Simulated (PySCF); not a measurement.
Isomers of C5H14NPSi, mass 147.063 u with the commonest isotopes. Method used: PBE0/pcSseg-1 in PySCF (dipole) on a GFN2-xTB geometry, gas phase. One conformer each, none proved a minimum here; rigid rotors.

**Question.** Order these by out-of-plane moment Σ m c² = (Ia + Ib − Ic)/2, largest first.
A. `[CH2:1]=[CH:2][P:3]([SiH3:4])[CH2:5][N:6]([CH3:7])[CH3:8]` with C1–C2–P3–Si4 75°, C2–P3–C5–N6 -142°, P3–C5–N6–C7 161°
B. `[CH3:1][C:2]([CH3:3])([CH3:4])/[CH:5]=[N:6]\[SiH2:7][PH2:8]` with C5–N6–Si7–P8 92°, N6–Si7–P8–H 152° and 59°
C. `[CH3:1][N:2]([SiH2:3][PH2:4])[CH:5]1[CH2:6][CH2:7][CH2:8]1` with C1–N2–Si3–P4 16°, N2–Si3–P4–H 180° and -87°, C1–N2–C5–C6 -174°, N2–C5–C6–C7 -135°, C5–C6–C7–C8 14°, C6–C7–C8–C5 -14°, N2–C5–C8–C7 137°

**Answer.** A (73.37 u·Å²), B (71.82 u·Å²), C (38.23 u·Å²).

**Question.** Order these by rotational constant C, smallest first.
A. `[CH3:1][C:2]([CH3:3])([CH3:4])/[CH:5]=[N:6]\[SiH2:7][PH2:8]` with C5–N6–Si7–P8 92°, N6–Si7–P8–H 152° and 59°
B. `[CH3:1][N:2]([SiH2:3][PH2:4])[CH:5]1[CH2:6][CH2:7][CH2:8]1` with C1–N2–Si3–P4 16°, N2–Si3–P4–H 180° and -87°, C1–N2–C5–C6 -174°, N2–C5–C6–C7 -135°, C5–C6–C7–C8 14°, C6–C7–C8–C5 -14°, N2–C5–C8–C7 137°
C. `[CH2:1]=[CH:2][P:3]([SiH3:4])[CH2:5][N:6]([CH3:7])[CH3:8]` with C1–C2–P3–Si4 75°, C2–P3–C5–N6 -142°, P3–C5–N6–C7 161°

**Answer.** B (650.3 MHz), A (674.6 MHz), C (784.3 MHz).

**Question.** Order these by dipole moment, largest first.
A. `[CH2:1]=[CH:2][P:3]([SiH3:4])[CH2:5][N:6]([CH3:7])[CH3:8]` with C1–C2–P3–Si4 75°, C2–P3–C5–N6 -142°, P3–C5–N6–C7 161°
B. `[CH3:1][C:2]([CH3:3])([CH3:4])/[CH:5]=[N:6]\[SiH2:7][PH2:8]` with C5–N6–Si7–P8 92°, N6–Si7–P8–H 152° and 59°
C. `[CH3:1][N:2]([SiH2:3][PH2:4])[CH:5]1[CH2:6][CH2:7][CH2:8]1` with C1–N2–Si3–P4 16°, N2–Si3–P4–H 180° and -87°, C1–N2–C5–C6 -174°, N2–C5–C6–C7 -135°, C5–C6–C7–C8 14°, C6–C7–C8–C5 -14°, N2–C5–C8–C7 137°

**Answer.** A (2.29 D), B (1.84 D), C (1.51 D).

| SMILES | point group | Ia (u·Å²) | Ib (u·Å²) | Ic (u·Å²) | κ | μa (D) | μb (D) | μc (D) |
| --- | --- | --- | --- | --- | --- | --- | --- | --- |
| C=CP([SiH3])CN(C)C | C1 | 212.78 | 578.33 | 644.37 | -0.89 | 1.68 | 1.12 | 1.08 |
| CC(C)(C)/C=N\[SiH2]P | C1 | 195.31 | 697.51 | 749.18 | -0.95 | 1.80 | 0.01 | 0.39 |
| CN([SiH2]P)C1CCC1 | C1 | 157.73 | 695.93 | 777.20 | -0.94 | 1.32 | 0.27 | 0.69 |
